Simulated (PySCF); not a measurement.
A structure optimised at PBE-D3(BJ)/def2-SVP, used in a PySCF frequency run:

```xyz
13

Al     0.4068    -0.1223     0.3353
C      1.8325    -0.4477     1.6336
H      1.4242    -0.8826     2.5706
H      2.3467     0.4951     1.9156
H      2.5887    -1.1520     1.2318
O      0.3978    -1.0996    -1.0807
C     -0.3906    -1.2348    -2.2297
H      0.1971    -0.9883    -3.1434
H     -0.7446    -2.2850    -2.3410
H     -1.2929    -0.5767    -2.2279
P     -1.1947     1.5936     0.5318
H     -1.4802     1.2070     1.8927
H     -2.2404     0.7605    -0.0111
```

Q: Write its SMILES and formula.

A: C[O][Al]([CH3])[PH2], C2H8AlOP

Q: What are its rotational constants (standard atomic weights)?

A: 2.8661, 2.1585, 1.2625 GHz
